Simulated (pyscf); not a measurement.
PySCF, gas phase, ωB97X-D3(BJ)/def2-SVP geometries.

Task: For GeH₂ (SMILES [GeH2]) [singlet] + HO–GeH₃ (SMILES [OH][GeH3]) -> H₃Ge–O–GeH₃ (SMILES [GeH3][O][GeH3]), an insertion (singlet surface; H–O broken, Ge–O, Ge–H formed), PBE/def2-TZVP gives ΔE‡ = 0.28 eV and ΔE = -1.93 eV (zero: the separated reactants). In which direction and how far do r²SCAN/def2-TZVP, PBE0-D3(BJ)/def2-TZVP, ωB97M-D3(BJ)/def2-TZVP move these?

Result: r²SCAN: ΔE‡ = 0.23 eV, ΔE = -2.22 eV; PBE0-D3(BJ): ΔE‡ = 0.42 eV, ΔE = -2.11 eV; ωB97M-D3(BJ): ΔE‡ = 0.70 eV, ΔE = -1.94 eV. PBE's barrier lies among them. Its reaction energy lies over all of them, by 0.02 to 0.29 eV. On the reactant side the descent ends in an adduct with a Ge–O contact, 0.91 eV under the separated species and 1.44 eV under the saddle at ωB97X-D3(BJ)/def2-TZVP. What is counted as formed (Ge–O) is already present as a longer contact in the reactant adduct; forming that adduct is a step of its own. At ωB97X-D3(BJ)/def2-TZVP the barrier from the zero used here is 0.53 eV. One saddle was located; it need not be the lowest between these sides. Elements up to Kr have no core potential and no relativistic terms here.
